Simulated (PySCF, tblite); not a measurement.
Isomers of CH10N2OSi3, one GFN2-xTB conformer each. Single-point energies are computed at PBE0/pcSseg-1 (PySCF, gas phase, no added dispersion term), electronic only.

| SMILES | GFN2-xTB relative energy (kJ/mol) |
| --- | --- |
| CN[Si@@H]1[SiH2]O[Si@@H]1N | 201.0 |
| N[Si@H]1CO[SiH2][SiH2]N1 | 155.0 |
| CN[Si@@H]1[SiH2]O[Si@H]1N | 195.1 |
| CN1[SiH2][SiH2]O[Si@@H]1N | 0.0 |

Conformers: `[CH3:1][NH:2][Si@@H:3]1[SiH2:4][O:5][Si@@H:6]1[NH2:7]` with C1–N2–Si3–Si4 -175°, O5–Si6–N7–H 67° and -69°; `[NH2:1][Si@H:2]1[CH2:3][O:4][SiH2:5][SiH2:6][NH:7]1` with H–N1–Si2–C3 -174° and 51°, N1–Si2–C3–O4 165°, Si2–C3–O4–Si5 -61°, C3–O4–Si5–Si6 44°, O4–Si5–Si6–N7 -19°; `[CH3:1][NH:2][Si@@H:3]1[SiH2:4][O:5][Si@H:6]1[NH2:7]` with C1–N2–Si3–Si4 -92°, O5–Si6–N7–H -38° and -174°; `[CH3:1][N:2]1[SiH2:3][SiH2:4][O:5][Si@@H:6]1[NH2:7]` with O5–Si6–N7–H 180° and 44°.

Question: What does PBE0/pcSseg-1 give for the same structures?

Answer: 
| SMILES | PBE0/pcSseg-1 E (Eh) | PBE0/pcSseg-1 (kJ/mol) | GFN2-xTB (kJ/mol) | point group |
| --- | --- | --- | --- | --- |
| CN1[SiH2][SiH2]O[Si@@H]1N | -1096.79160 | 0.0 | 0.0 | C1 |
| CN[Si@@H]1[SiH2]O[Si@@H]1N | -1096.74743 | 116.0 | 201.0 | C1 |
| CN[Si@@H]1[SiH2]O[Si@H]1N | -1096.74071 | 133.6 | 195.1 | C1 |
| N[Si@H]1CO[SiH2][SiH2]N1 | -1096.73834 | 139.8 | 155.0 | C1 |

Both levels put the same isomer lowest; measured from each level's own lowest isomer, the values differ by up to 85.0 kJ/mol (CN[Si@@H]1[SiH2]O[Si@@H]1N: 201.0 against 116.0). As drawn, the highest has an Si–C bond, which the lowest lacks. Neighbours under 10 kJ/mol apart (CN[Si@@H]1[SiH2]O[Si@H]1N and N[Si@H]1CO[SiH2][SiH2]N1) can change places with a better method, another conformer or zero-point energy. CN[Si@@H]1[SiH2]O[Si@@H]1N and CN[Si@@H]1[SiH2]O[Si@H]1N are stereoisomers, 17.6 kJ/mol apart in the conformers taken.

Question: Which frontier levels, dipoles and rotational constants go with these structures?

Answer: 
| SMILES | HOMO (eV, PBE0/pcSseg-1) | LUMO (eV) | dipole (D) | A, B, C (MHz) |
| --- | --- | --- | --- | --- |
| CN1[SiH2][SiH2]O[Si@@H]1N | -6.80 | -0.36 | 1.54 | 1880, 1552, 953.7 |
| CN[Si@@H]1[SiH2]O[Si@@H]1N | -6.48 | -0.75 | 2.96 | 1916, 1088, 782.4 |
| CN[Si@@H]1[SiH2]O[Si@H]1N | -6.30 | -0.79 | 2.34 | 2190, 1001, 765.7 |
| N[Si@H]1CO[SiH2][SiH2]N1 | -6.86 | -0.67 | 2.49 | 2212, 1210, 838.8 |

Question: What happens when harmonic zero-point energies from GFN2-xTB frequencies are added?

Answer: 
```json
{"SMILES": "CN1[SiH2][SiH2]O[Si@@H]1N", "ZPE (kJ/mol)": "300.7", "electronic (kJ/mol)": "0.0", "with ZPE (kJ/mol)": "0.0"}
{"SMILES": "CN[Si@@H]1[SiH2]O[Si@@H]1N", "ZPE (kJ/mol)": "305.1", "electronic (kJ/mol)": "116.0", "with ZPE (kJ/mol)": "120.4"}
{"SMILES": "CN[Si@@H]1[SiH2]O[Si@H]1N", "ZPE (kJ/mol)": "305.1", "electronic (kJ/mol)": "133.6", "with ZPE (kJ/mol)": "138.0"}
{"SMILES": "N[Si@H]1CO[SiH2][SiH2]N1", "ZPE (kJ/mol)": "300.0", "electronic (kJ/mol)": "139.8", "with ZPE (kJ/mol)": "139.2"}
```

The zero-point energies span 5.1 kJ/mol. The order is unchanged.
